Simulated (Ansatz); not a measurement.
C2H9BSSi, relaxed with RKS PBE0-D4/def2-TZVP in Ansatz 0.2.0 from a PBE-D4/def2-SVP geometry. The force threshold is 0.005 eV/Å; the program also tests the step.

The species carries charge 0 and has multiplicity 1. The bonds changed during the relaxation, so this is another structure than the one it started from.

Start:

```xyz
14

B     1.154   -0.014   -1.288
Si   -0.696    0.170   -0.450
C    -1.104    1.714    0.573
C    -0.125   -1.272    0.753
S     1.653   -0.844    0.499
H     1.899    0.930   -1.501
H     1.193   -0.922   -2.112
H    -1.944   -0.260   -1.189
H    -1.295    2.578   -0.096
H    -0.250    1.986    1.227
H    -2.002    1.569    1.208
H    -0.323   -2.255    0.283
H    -0.384   -1.308    1.830
H     2.224   -2.070    0.265
```

```tsv
step	energy (eV)	largest force (eV/Å)	largest move (Å)
1	-21600.8888	0.506	0.000
2	-21600.9456	0.222	0.039
3	-21600.9538	0.170	0.025
4	-21600.9554	0.048	0.011
5 (rejected)	-21600.9545	0.102	0.040
6	-21600.9560	0.009	0.019
7	-21600.9561	0.050	0.032
8	-21600.9564	0.009	0.007
9	-21600.9564	0.007	0.005
10	-21600.9564	0.002	0.002
```

End:

```xyz
14

B     1.148   -0.022   -1.280
Si   -0.685    0.174   -0.440
C    -1.090    1.696    0.581
C    -0.123   -1.264    0.732
S     1.616   -0.810    0.497
H     1.894    0.883   -1.533
H     1.148   -0.945   -2.058
H    -1.914   -0.228   -1.188
H    -1.294    2.545   -0.078
H    -0.249    1.974    1.221
H    -1.969    1.541    1.211
H    -0.305   -2.222    0.244
H    -0.394   -1.318    1.786
H     2.217   -2.003    0.305
```

Run time 51 s (4 threads of an Arm Neoverse V1 on a shared host); peak host memory 0.66 GiB.
